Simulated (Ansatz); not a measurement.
Reaction (SMILES): CSB(C)C [dimethyl(methylsulfanyl)borane] → CB(C)[S] + [CH3] (CH3) (the C-S bond at the site shown breaks; other sites are not compared here)
Structures are relaxed separately at B3LYP-D3(BJ)/def2-TZVP in Ansatz (a first-principles code), one conformer each, not searched for the lowest.
Geometry of the first species:
```
B
C 1 1.5706
H 2 1.0907 1 115.22
H 2 1.0958 3 108.17 1 123.04
H 2 1.0958 3 108.17 4 113.92
C 1 1.5724 2 121.91 3 180.00
H 6 1.0914 1 112.61 2 0.00
H 6 1.0948 7 107.77 1 123.19
H 6 1.0948 7 107.77 8 113.63
S 1 1.7923 2 116.05 3 0.00
C 10 1.8229 1 105.75 2 180.00
H 11 1.0879 10 110.80 1 -60.97
H 11 1.0879 12 109.65 10 -122.62
H 11 1.0880 12 109.13 13 -119.48
```
Charge 0, spin multiplicity 1.

Wanted: bond dissociation energy (electronic energy difference), in kJ/mol. Cores are frozen in the correlated levels unless marked. UHF or UKS for open shells. Spin-orbit coupling is left out. No relativistic terms. Basis-set limits of correlation are two-point, X^-3; Hartree-Fock from the larger set.

| level | program | bond dissociation energy (kJ/mol) |
|---|---|---|
| SVWN5/def2-TZVPD | Ansatz | 379.6 |

Q: Estimate the value at CCSD(T)/CBS(cc-pV(T+d)Z,cc-pV(Q+d)Z) as computed with Ansatz.

A: 318.2 kJ/mol, so SVWN5/def2-TZVPD differs from it by 61.4 kJ/mol.
